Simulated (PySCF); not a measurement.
Threshold energies of InN in a plasma

r²SCAN in PySCF with def2-TZVPPD on every atom (core potentials on In), for the lowest determinant that a PBE0 search found; no spin–orbit coupling.

```json
{"species": "InN", "state (unpaired electrons)": "triplet (π ↑↑)", "Re (Å)": "2.215", "ωe (cm⁻¹)": "439", "energy of the minimum from the neutral (eV)": "0.00", "De (eV)": "1.87", "dissociates to": "In + N"}
{"species": "InN⁺", "state (unpaired electrons)": "quartet (σ ↑, π ↑↑)", "Re (Å)": "2.702", "ωe (cm⁻¹)": "118", "energy of the minimum from the neutral (eV)": "7.42", "De (eV)": "0.16", "dissociates to": "In⁺ + N"}
{"species": "InN⁻", "state (unpaired electrons)": "doublet (π ↑)", "Re (Å)": "2.044", "ωe (cm⁻¹)": "562", "energy of the minimum from the neutral (eV)": "-1.32", "De (eV)": "2.74", "dissociates to": "In⁻ + N"}
```

**Question.** Work out the lowest energy to break InN into atoms, from its vibrational ground state.

**Answer.** D0 = De − ωe/2 = 1.87 − 0.03 = 1.84 eV (r²SCAN/def2-TZVPPD).

**Question.** Work out the ionisation energy of the In atom at this level and the threshold of dissociative ionisation.

**Answer.** IE(In) = 7.42 + 0.16 − 1.87 = 5.71 eV, so In⁺ + N + e⁻ appears at D0 + IE(In) = 7.55 eV (r²SCAN/def2-TZVPPD). The measured IE(In) is 5.786 eV (NIST ASD).

**Question.** Work out the electron affinity of the In atom and the threshold of dissociative attachment.

**Answer.** EA(In) = 1.87 − 2.74 − (-1.32) = 0.45 eV, so In⁻ + N needs D0 − EA(In) = 1.39 eV (r²SCAN/def2-TZVPPD). The measured EA(In) is 0.3 eV.

These are thermodynamic thresholds; the onsets seen under electron impact lie higher where the geometry changes, and cross-sections peak well above them.

Weak bonds: InN⁺. Basis-set superposition, not corrected here, can be much of De in a small basis, most of all at correlated wavefunction levels. Functionals without a dispersion term scatter widely for such bonds, and LDA overbinds them. Spin–orbit coupling is left out, which matters for elements this heavy, above all for dissociation energies. For an ion De counts to the pair picked by the measured ionisation energies or electron affinities, which need not be the lowest pair at this level. The highest Kohn–Sham level is positive in this anion. Much of that is self-interaction error, but it also means that the finite basis helps to hold the extra electron. States were picked by a PBE0 search and need not be the measured ground states.
